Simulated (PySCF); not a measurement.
CH4BFOS (SMILES COB(F)S), singlet, at a GFN2-xTB geometry; PBE0/6-31G, TDA run with PySCF.

The PySCF input:
```python
from pyscf import gto, scf, dft, tdscf

mol = gto.M(
    atom='''
B     0.28332298   -0.12966548    0.43126662
F     0.96707812   -0.17418051    1.57370045
O     0.15313024   -1.27069119   -0.22284701
C    -0.52239200   -1.47374363   -1.44381557
H    -0.93563664   -0.54135872   -1.83560517
H     0.18789610   -1.89054128   -2.15935175
H    -1.32828155   -2.18908802   -1.27267220
S    -0.38802218    1.48027215   -0.09668650
H     0.07336926    2.16057685    0.94064525
''',
    basis='6-31g',
    verbose=3,
)

mf = dft.RKS(mol)
mf.xc = 'pbe0'
mf.kernel()
td = mf.TDA()
td.nstates = 10
td.kernel()
td.analyze()
```

The log (banner, timings and long lists left out):

```
converged SCF energy = -638.228224905289
Excitation energies (eV)
[ 7.35472417  8.01997996  8.43267405  8.89111373  9.13279331  9.40624573
  9.51142905  9.82083799 10.09944621 10.14140144]

** Singlet excitation energies and oscillator strengths **
Excited State   1:      7.35472 eV    168.58 nm  f=0.0005
Excited State   2:      8.01998 eV    154.59 nm  f=0.1442
Excited State   3:      8.43267 eV    147.03 nm  f=0.0073
Excited State   4:      8.89111 eV    139.45 nm  f=0.0748
Excited State   5:      9.13279 eV    135.76 nm  f=0.0082
Excited State   6:      9.40625 eV    131.81 nm  f=0.0003
Excited State   7:      9.51143 eV    130.35 nm  f=0.0192
Excited State   8:      9.82084 eV    126.25 nm  f=0.1778
Excited State   9:     10.09945 eV    122.76 nm  f=0.0046
Excited State  10:     10.14140 eV    122.26 nm  f=0.0295
```
